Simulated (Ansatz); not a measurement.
Z-matrix (Å, degrees):
```
C
B 1 1.522
Si 1 1.868 2 112.8
N 1 1.495 2 120.7 3 -67.9
H 1 1.091 2 118.6 3 132.3
F 2 1.330 1 121.1 3 63.6
H 2 1.201 1 121.3 3 -112.1
H 3 1.479 1 116.4 2 137.3
H 3 1.474 1 123.3 2 -14.7
H 4 1.010 1 114.1 2 -142.4
```

Total charge 0; spin multiplicity 1.

List the PBE/def2-TZVPP orbital energies in eV (Ansatz). (Estimate.)

Ansatz gave: Occupied: -1780.30, -659.81, -380.64, -269.57, -177.74, -138.04, -94.80, -94.77, -94.73, -29.76, -22.57, -16.18, -13.55, -12.91, -12.14, -10.97, -10.55, -10.38, -9.07, -8.88, -7.60, -7.53, -5.71. Lowest empty: -1.62, -0.83, -0.25, 0.21, 0.95, 1.37, 1.67, 1.92.
